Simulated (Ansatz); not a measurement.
Calculated with Ansatz (gas phase, PBE0-D4/def2-TZVP geometries, no zero-point term in ΔE). CCSD(T)/CBS adds triple-zeta CCSD(T) − MP2 to the extrapolated MP2 energy (def2 sets, frozen cores). This one scheme is used for every species. Functionals use def2-TZVPP. B3LYP here is the variant with VWN-RPA as its local correlation; programs differ in this. For Zn outer-core shells are correlated without core-valence functions, which leaves a few kJ/mol of doubt a bond. Scalar relativity is left out up to krypton. Each species was taken in one conformer, which may not be the lowest.

Reaction (ligand exchange at a Zn–O bond): `C[O][ZnH]` + `OCF` → `FC[O][ZnH]` + CH₃OH

```tsv
level	ΔE (kcal/mol)
PBE0-D4	-5.5
ωB97M-V	-6.3
PBE0	-5.4
B3LYP	-5.0
MP2/def2-TZVPP	-5.6
CCSD/def2-TZVPP	-6.2
SCS-MP2/def2-QZVPP	-5.7
MP2/CBS(def2)	-5.5
```

Problem. What does CCSD(T)/CBS give? (Estimate.)

Solution. The calculation gave: -6.1 kcal/mol. The listed levels differ from it by 0.6, -0.2, 0.7, 1.1, 0.5, -0.1, 0.4, 0.6 kcal/mol.

Largest T1 diagnostic among the species: 0.017.
